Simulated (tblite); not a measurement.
Here is a computed GFN2-xTB geometry (Å):
```
C 
C   1  1.3779
C   2  1.3779  1  122.46
C   2  1.4782  1  118.81  3   178.92
Si  4  1.8948  2  117.44  1  -118.53
C   4  1.3359  2  121.15  1    60.84
Si  6  1.8818  4  127.33  2     2.57
H   1  1.0759  2  121.05  3    -0.06
H   1  1.0741  2  121.19  3  -178.24
H   3  1.0756  2  121.02  1    -1.57
H   3  1.0749  2  121.19  1  -179.85
H   5  1.4662  4  109.18  2  -122.37
H   5  1.4658  4  108.57  2   118.61
H   5  1.4631  4  109.85  2    -1.54
H   6  1.0859  4  117.19  2  -179.29
H   7  1.4674  6  109.67  4   -97.84
H   7  1.4673  6  107.33  4   144.39
H   7  1.4621  6  111.81  4    24.38
```
Z-matrix in Å and degrees, rows numbered from 1.

Doublet state.

(1) Which heavy atoms are bonded, and with what formal order?

(2) Give the structure as a SMILES string.

(3) What is the point group of this geometry?

(4) Describe the place of each heavy atom.

(5) What is the arrangement about C1?

(6) What is the arrangement about C4?

Answers

(1) C1–C2 (single); C2–C3 (double); C2–C4 (single); C4–Si5 (single); C4–C6 (double); C6–Si7 (single). Hydrogens: H8, H9 on C1; H10, H11 on C3; H12, H13, H14 on Si5; H15 on C6; H16, H17, H18 on Si7. The orders are those of one drawing; other resonance forms can be drawn.

(2) `[CH2]C(=C)/C([SiH3])=C\[SiH3]`, C5H11Si2.

(3) C1 (no symmetry element, even within 0.4 Å).

(4) C1: carbon bonded to C and 2 H; C2: carbon bonded to 3 C; C3: carbon bonded to C and 2 H; C4: carbon bonded to 2 C and Si; Si5: silicon bonded to C and 3 H; C6: carbon bonded to C, Si and H; Si7: silicon bonded to C and 3 H.

(5) It has 3 neighbours (C2, H8, H9) and is planar (angles 121.2°, 121.0° and 117.7°, sum 360.0°, 0.01 Å off the plane of its three neighbours).

(6) It has 3 neighbours (C2, Si5, C6) and is planar (angles 121.4°, 121.1° and 117.4°, sum 360.0°, 0.00 Å off the plane of its three neighbours).
